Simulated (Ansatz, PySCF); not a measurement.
H5BN2, singlet, geometry from GFN2-xTB, with bond 8-6 at 1.8 times its length. Base run: PySCF with CASSCF(4,5)/STO-3G.

PySCF was given this input:
```python
from pyscf import gto, scf, mcscf
import numpy

mol = gto.Mole()
mol.atom = '''
    B    -0.26479829   -0.27250486   -0.35740732
    H    -0.85980722   -0.88483067   -1.16051127
    N    -0.10521353    1.11142917   -0.51059803
    H    -0.47695394    1.62943800   -1.28449531
    H     0.39432189    1.68597126    0.14536885
    N     0.28527290   -0.92612943    0.75363034
    H     0.80416719   -0.45260188    1.47227294
    H     0.13510788   -2.70168757    1.04081116
'''
mol.basis = 'sto-3g'
mol.verbose = 4
mol.build()

mf = scf.RHF(mol)
mf.kernel()
mc = mcscf.CASSCF(mf, 5, 4)
mc.fix_spin_(ss=0.0)
mc.kernel()
occ = numpy.linalg.eigvalsh(mc.fcisolver.make_rdm1(mc.ci, mc.ncas, mc.nelecas))[::-1]
ss = mc.fcisolver.spin_square(mc.ci, mc.ncas, mc.nelecas)[0]
print('natural occupations', occ.round(4), ' <S^2>', round(ss, 4))
```

Programs used: Ansatz (an electronic-structure program), PySCF; a row that names a program was run with it.

Variants of this job, named by their change:

```tsv
change	ΔE vs base (mEh)	natural occupations	<S^2> of the state
base	0.000	1.99 1.74 0.26 0.01 0.00	0.00
code = ansatz	-7.250	-	-
conv_tol = 1e-5	1.316	1.98 1.74 0.26 0.02 0.00	0.00
correction = SC-NEVPT2	-108.0	1.99 1.74 0.26 0.01 0.00	0.00
orbitals = fixed (CASCI); correction = SC-NEVPT2	-107.4	1.99 1.78 0.22 0.01 0.00	0.00
state_average = 2 states	2.240	-	-
active space = 10 electrons, 8 orbitals	-24.124	2.00 1.98 1.98 1.98 1.74 0.26 0.03 0.02	0.00
orbitals = fixed (CASCI)	24.411	1.99 1.78 0.22 0.01 0.00	0.00
solver = newton	1.316	1.98 1.74 0.26 0.02 0.00	0.00
active space = 8 electrons, 9 orbitals	-22.111	1.99 1.98 1.98 1.74 0.26 0.02 0.02 0.00 0.00	0.00
start = MP2 natural orbitals	1.316	1.98 1.74 0.26 0.02 0.00	0.00
```

Active orbitals are taken around the Fermi level unless the row says otherwise; CASSCF can end in different local minima, and two programs can end on different orbitals. State-averaged rows give the lowest state.
